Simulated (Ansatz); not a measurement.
Cost and result for the atomization energy of `[NH2][AlH][O]C[SiH3]` (13 atoms, 12 bonds).

Z-matrix (Å, degrees):
```
C
Si 1 1.891
O 1 1.404 2 110.2
H 1 1.097 2 109.6 3 -120.3
H 1 1.100 2 109.5 3 123.9
H 2 1.489 1 108.7 3 -58.7
H 2 1.486 1 110.4 3 60.4
H 2 1.490 1 110.8 3 -178.5
Al 3 1.692 1 135.1 2 93.2
N 9 1.765 3 120.3 1 -0.1
H 9 1.571 3 118.1 1 179.5
H 10 1.007 9 126.1 3 -3.2
H 10 1.007 9 123.8 3 178.7
```

Charge 0, multiplicity 1. The geometry is a stationary point of PBE0-D4/def2-TZVP. It is one conformer, not always the lowest. Program: Ansatz. All runs use 4 threads of an AMD EPYC 9R45 on a shared host. Times are those of one run each, without the atoms' runs, and a repeat can differ threefold. Electronic energies, without spin–orbit coupling; frozen cores. CCSD(T)/CBS adds CCSD(T) − MP2 in def2-TZVPP to the MP2 limit, and its time is that of the two runs behind it. T1 = 0.012. HSE06 is the plane-wave form, built on full-range PBE exchange.

CCSD(T)/CBS is a level of theory with its own doubt, some kJ/mol a heavy atom from the limit and from the frozen cores, so smaller differences don't rank the functionals.

```tsv
level	functions	wall time
BLYP-D4/def2-TZVPP	289	1.1 s
revPBE-D4/def2-TZVPP	289	1.2 s
PBE0-D4/def2-TZVPP	289	1.6 s
HSE06-D4/def2-TZVPP	289	1.6 s
r2SCAN-D4/def2-TZVPP (with forces)	289	2 s
r2SCANh-D4/def2-TZVPP	289	2 s
CCSD(T)/def2-SVP	118	2.1 s
B2PLYP/def2-TZVPP	289	2.5 s
PBE-QIDH/def2-TZVPP	289	2.6 s
ωB97M-V/def2-TZVPP (with forces)	289	4.8 s
MP2/def2-QZVPP	551	10 s
CCSD(T)/def2-TZVPP	289	64 s
CCSD(T)/CBS(def2)	–	74 s
```

Q: What atomization energy does each give, and how far from CCSD(T)/CBS? (Best estimate.)

A: The calculation gave: 
```
                             level  atomization (kcal/mol)  difference from CCSD(T)/CBS  per bond
                BLYP-D4/def2-TZVPP                  1056.7                         -4.4      -0.4
              revPBE-D4/def2-TZVPP                  1041.2                        -19.9      -1.7
                PBE0-D4/def2-TZVPP                  1048.5                        -12.6      -1.1
               HSE06-D4/def2-TZVPP                  1049.1                        -12.0      -1.0
r2SCAN-D4/def2-TZVPP (with forces)                  1057.4                         -3.7      -0.3
             r2SCANh-D4/def2-TZVPP                  1051.0                        -10.1      -0.8
                  CCSD(T)/def2-SVP                   990.5                        -70.6      -5.9
                 B2PLYP/def2-TZVPP                  1047.0                        -14.1      -1.2
               PBE-QIDH/def2-TZVPP                  1043.3                        -17.8      -1.5
  ωB97M-V/def2-TZVPP (with forces)                  1062.3                          1.2       0.1
                    MP2/def2-QZVPP                  1058.8                         -2.3      -0.2
                CCSD(T)/def2-TZVPP                  1030.8                        -30.3      -2.5
                 CCSD(T)/CBS(def2)                  1061.1                          0.0       0.0
```

In def2-TZVPP, CCSD(T) changes the Hartree–Fock value by +264.9 kcal/mol (the triples alone add +13.3 kcal/mol) and MP2 by +274.7 kcal/mol; breaking electron pairs costs correlation energy, which Hartree–Fock lacks. At CCSD(T), def2-SVP lies −70.6 kcal/mol from the extrapolated value and def2-TZVPP −30.3 kcal/mol: correlation converges slowly with the basis, and small sets miss more of it in the bonded molecule than in its fragments. From BLYP to BHLYP (50 % exact exchange), in def2-TZVPP and without D4, the atomization energy moves by −17.8 kcal/mol: exact exchange takes away binding that semilocal exchange gives to molecules.
